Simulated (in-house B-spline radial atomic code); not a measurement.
Total energies of neutral atoms against the large-Z expansion E = -0.768745 Z^(7/3) + Z²/2 - 0.269900 Z^(5/3) hartree (Thomas-Fermi, Scott, and Dirac-Schwinger terms). The Hartree-Fock values are computed with a B-spline radial code for spherical atoms: non-relativistic, point nucleus, average of the ground configuration.

```
atom  Thomas-Fermi  three terms  Hartree-Fock  three terms less HF
  He         -3.87        -2.73        -2.862                 0.13
  Li         -9.98        -7.16        -7.433                 0.27
  Be        -19.52       -14.25       -14.573                 0.33
   B        -32.86       -24.31       -24.529                 0.22
   C        -50.29       -37.64             ?                    ?
   N        -72.06       -54.47       -54.296                -0.17
   O        -98.40       -75.04       -74.769                -0.27
   F       -129.52       -99.53       -99.409                -0.12
  Ne       -165.62      -128.15      -128.547                 0.40
  Mg       -253.44      -198.41      -199.615                 1.20
  Al       -305.48      -240.38             ?                    ?
  Si       -363.15      -287.09      -288.835                 1.74
   P       -426.57      -338.70      -340.649                 1.95
   S       -495.90      -395.32      -397.479                 2.16
```

(1) What is the Hartree-Fock energy of C?

(2) What is the Hartree-Fock energy of Al?

(3) How good is each level?

Results:

(1) -37.660 hartree; the three-term formula lies 0.02 hartree (0.06 %) above it.

(2) -241.877 hartree; the three-term formula lies 1.50 hartree (0.62 %) above it.

(3) Over these atoms Thomas-Fermi alone overbinds by 24.8 to 35.4 %, and the three-term formula is within 4.57 %; what remains oscillates with the shell structure.
